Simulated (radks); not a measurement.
Q: Species: F-. Configuration: [Ne]. All-electron calculation, non-relativistic Kohn-Sham, PBE, spin-polarised, spherical densities, point nucleus; hard spherical wall at 1.5 bohr. Program: a radial shooting solver on a logarithmic mesh with Libxc functionals. Some entries of the table are withheld. Estimate them.

orbital,occ.,eigenvalue (hartree),<1/r> (bohr^-1)
1s,2,-20.48567,8.570
2s,2,(1),(2)
2p,6,2.76236,1.644
3d,0,6.83143,1.158
3p,0,(3),1.832
3s,0,10.22593,(4)

A: 
(1) 2s eigenvalue (hartree): 1.94674
(2) 2s <1/r> (bohr^-1): 1.786
(3) 3p eigenvalue (hartree): 9.50889
(4) 3s <1/r> (bohr^-1): 2.111
